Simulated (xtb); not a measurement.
Mg(F)(OH) (FHMgO), SMILES [OH][Mg][F]. All values are semi-empirical tight-binding results from xtb (GFN2-xTB unless named), good for trends rather than for accurate numbers. The structure is a stationary point at GFN2-xTB. Other conformers were not sampled.

Optimised geometry:

Bonded distances (Å): Mg1–F2 1.711, Mg1–O3 1.731, O3–H4 0.955. Angles (°): F2–Mg1–O3 124.7, Mg1–O3–H4 118.7.

For metal compounds this method's bond lengths and energies can be far off.

**Question.** Estimate the properties. (The exact figures need the calculation; the answer reports its results.)

**Answer.** 
The point group as xtb finds it is Cs and the orbital gap comes out as 2.85 eV. The zero-point energy is 8.2 kcal/mol and the G − E(el) at 298.15 K (modified RRHO) comes out as -8.6 kcal/mol.

**Question.** Give the atomic charges and the Wiberg bond orders between heavy atoms. (The exact figures need the calculation; the answer reports its results.)

**Answer.** charges (e) Mg1 0.48, F2 -0.32, O3 -0.48, H4 0.33. Bond orders Mg1–F2 1.04, Mg1–O3 1.18.
